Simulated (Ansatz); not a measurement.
## A substitution series on Si: F to Cl

On one Si centre that keeps NH2, n of the F ligands are replaced by Cl. The atomisation energy (no zero-point term) y in kJ/mol at CCSD(T)/CBS estimate. Shapes: PBE0-D4/def2-TZVP. Flexible molecules stand in one conformer, not always the lowest. Programs: Ansatz 0.2.0.

| molecule | n | y (kJ/mol) |
| --- | --- | --- |
| Si(NH2)F3 | 0 | 2987 |
| Si(NH2)ClF2 | 1 | ? |
| Si(NH2)Cl2F | 2 | 2592 |
| Si(NH2)Cl3 | 3 | 2397 |

Fit y = c + s·n to the known rows and predict Si(NH2)ClF2.


1. Means of the 3 rows: n = 1.66667, y = 2658.7.
2. Σ(Δn)² = 4.6667, Σ(Δn·Δy) = -918.33, so the slope is -918.33/4.6667 = -196.78.
3. Intercept: 2658.7 − (-196.78) × 1.66667 = 2986.7. The largest residual of the fit is 1.1.
4. Si(NH2)ClF2: 2986.7 + (-196.78) × 1 = 2790 kJ/mol.

The run gave 2787 kJ/mol, so the prediction is off by +3 kJ/mol, more than the largest residual. The steps are nearly additive. The slope is the difference between a Si–Cl and a Si–F bond. Other levels give for Si(NH2)ClF2: wB97X-V/def2-TZVPP 2782; B2PLYP/def2-TZVPP 2738; MP2/def2-SVP 2594 kJ/mol. Spin-orbit coupling of the free atoms (F 2, Cl 4 kJ/mol each; the atoms kept shift only the intercept) is left out. The CBS estimate extrapolates MP2 from def2-TZVPP and def2-QZVPP and adds CCSD(T) − MP2 in the triple-zeta set, cores frozen.
